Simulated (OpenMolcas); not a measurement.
## V2+: ligand-field states by method

V2+ with 6 ligands (fluoride) in octahedral coordination (Oh) at 2.07 Å. A charge of +0.667 e stands 2.4 Å behind each ligand. Ligand basis ANO-RCC-VDZP.

* Program: OpenMolcas
* Basis: ANO-RCC-VDZP [5s4p2d1f]
* Scalar Hamiltonian: DKH2, point nucleus
* Active space: 3 electrons in 5 orbitals (3d)
* State averaging: 2S+1 = 4 even, 10 roots; 2S+1 = 2 even, 40 roots
* Spin-orbit coupling: state interaction with AMFI integrals over the reference wave functions

I. CASSCF
II. SS-CASPT2, IPEA 0.25 Eh, imaginary shift 0.1 Eh (closed shells correlated: 3s 3p and the ligand valence shells)
III. SS-CASPT2, IPEA 0.25 Eh, sigma2 regulariser 0.3 Eh (closed shells correlated: 3s 3p and the ligand valence shells)

Spin-free states (labels of O, the rotations of Oh) in cm-1, each column counted from its own energy of the first state listed:

```csv
State,Degeneracy,I,II,III
4A2,1,0,0,0
4T2,3,10068,10660,10660
4T1,3,16595,16040,16040
2E,2,16693,13820,13820
2T1,3,17514,14700,14700
2T2,3,23059,19060,19080
2A1,1,24259,21130,21150
2T2,3,27155,24950,24960
2T1,3,27864,25450,25460
4T1,3,28081,25690,25700
2E,2,29674,25980,26040
2T1,3,33058,29740,29770
2T1,3,37929,36890,36890
2T2,3,38252,35870,35870
2A2,1,42810,37140,37140
2T2,3,43934,38530,38550
2E,2,45065,42720,42720
2T1,3,48953,44630,44630
2E,2,64888,56670,56720
2T2,3,67764,60900,60900
```

From I to II, I's first state of the same spin (4T2) moves from 10068 to 10660 cm-1, by about +590 cm-1.

From I to II, I's first state of another spin (2E) moves from 16693 to 13820 cm-1, by about -2900 cm-1.

I: A least-squares ligand-field fit to the states below 45000 cm-1, each weighted by its degeneracy and with a free common offset, gives 10Dq = 10440 cm-1, B = 926 cm-1 and C = 3523 cm-1 (C/B = 3.80), with an rms deviation of 133 cm-1. The same method and metal basis give the free ion B = 954 cm-1 (fit to its terms below 60000 cm-1, rms deviation 86 cm-1), so the nephelauxetic ratio is β = 926 / 954 = 0.97; it hangs on how both fits weigh the states, and computed free-ion B values tend to be too large, so β mixes covalency with correlation.

χT at 300 K: I 1.85, II 1.85, III 1.85 cm3 K/mol.

Roots that are degenerate in the reference are averaged as groups; the widest CASPT2 spread within a group is 80 cm-1 (the 3-fold group of multiplicity 2 near 25000 cm-1 above the lowest state of its run, II). Shifts and gaps below about the spread of the groups concerned are not significant. Over all roots computed the reference weight is 0.71 to 0.72 in II, 0.71 to 0.72 in III; a low but even weight reflects the number of correlated electrons. Ligand-to-metal charge-transfer states are missing. With no ligand orbital active B as a rule stays too high, so bands that hang on it stand too high and its fall with covalency is understated. Without dynamic correlation the repulsion within the d shell is too large (B by tens of per cent), so at a given field states of lower spin stand too high (holds for I). With metal d orbitals alone and no dynamic correlation the field as a rule comes out too small, by tens of per cent, by up to half for chloride and softer ligands (holds for I). These CASPT2 states fit no ligand-field parameters well, so their order and spin gaps are uncertain (holds for II; III). With one d shell and no ligand orbital active, 10Dq can be off by tens of per cent for divalent 3d ions, low with halides held by bare charges and at times high in hosts (holds for II; III). Free-ion shares, where given, are those of the reference states; single-state CASPT2 does not remix them (holds for II; III). The distance lies 1 % under the 2.1 Å that this model takes as the normal distance (a Shannon-type radius plus a fixed donor radius); by an R⁻⁵ law this alone changes a d-shell field by about +7 %. No measured value stands beside these numbers; the geometry was imposed, not optimised, and the real ion may take another.
